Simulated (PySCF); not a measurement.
## Deuteron quadrupole couplings in `C=C[C@@H]1C[P@@](=O)(C=C)[C@@H]1C`

Species: C8H13OP.
Geometry (GFN2-xTB, Å), atoms numbered from 1 in this order:
```xyz
23
C8H13OP angstrom
C     -3.336   -0.433   -0.678
C     -2.337    0.038    0.046
C     -0.919   -0.399   -0.096
C     -0.207   -0.715    1.240
P      1.344    0.084    0.618
O      2.094    1.024    1.454
C      2.335   -1.200   -0.186
C      3.643   -1.214    0.006
C      0.075    0.682   -0.616
C     -0.309    2.119   -0.315
H     -4.348   -0.090   -0.545
H     -3.184   -1.183   -1.437
H     -2.521    0.789    0.803
H     -0.876   -1.267   -0.758
H     -0.193   -1.764    1.528
H     -0.611   -0.128    2.067
H      1.822   -1.918   -0.808
H      4.296   -1.945   -0.443
H      4.096   -0.466    0.638
H      0.309    0.574   -1.677
H      0.498    2.781   -0.624
H     -1.218    2.400   -0.845
H     -0.458    2.257    0.754
```

Level: PBE0/pcSseg-1 (PySCF, non-relativistic); Q(2H) = 0.00286 b; rigid geometry, the same for H and D, with no vibrational averaging.

Question: Rank these positions by the coupling χzz of a deuteron there, largest first.
A. H19 (vinylic hydrogen)
B. H14 (methine hydrogen)
C. H21 (methyl hydrogen)
D. H17 (vinylic hydrogen)
E. H11 (vinylic hydrogen)

Answer: E (227 kHz), D (223 kHz), A (217 kHz), C (210 kHz), B (201 kHz).

Question: Tabulate Vzz, the asymmetry η and χzz = 234.96 MHz × Q × Vzz for every hydrogen position.

Answer: 
| atom | bonded to | bond length (Å) | Vzz (au) | η | χzz (kHz) |
| --- | --- | --- | --- | --- | --- |
| H11 | C1 | 1.077 | 0.3380 | 0.05 | 227 |
| H12 | C1 | 1.078 | 0.3352 | 0.06 | 225 |
| H13 | C2 | 1.082 | 0.3237 | 0.06 | 217 |
| H14 | C3 | 1.093 | 0.2996 | 0.04 | 201 |
| H15 | C4 | 1.088 | 0.3182 | 0.02 | 214 |
| H16 | C4 | 1.091 | 0.3084 | 0.03 | 207 |
| H17 | C7 | 1.080 | 0.3318 | 0.05 | 223 |
| H18 | C8 | 1.078 | 0.3323 | 0.02 | 223 |
| H19 | C8 | 1.079 | 0.3224 | 0.03 | 217 |
| H20 | C9 | 1.091 | 0.3078 | 0.03 | 207 |
| H21 | C10 | 1.088 | 0.3120 | 0.03 | 210 |
| H22 | C10 | 1.089 | 0.3113 | 0.01 | 209 |
| H23 | C10 | 1.088 | 0.3095 | 0.05 | 208 |

Question: How does χzz go with the bond length over the 13 C–H bonds?

Answer: A straight-line fit has a slope of -13.3 kHz for each 0.01 Å, with a correlation coefficient of -0.96, over lengths from 1.077 to 1.093 Å. The longer bonds have the smaller couplings here.

Isolated species at its GFN2-xTB geometry (one conformer only). GFN2-xTB bond lengths can be off by several hundredths of an ångström, more for odd bonds, and the gradients follow them. The small basis limits the accuracy of the gradients.
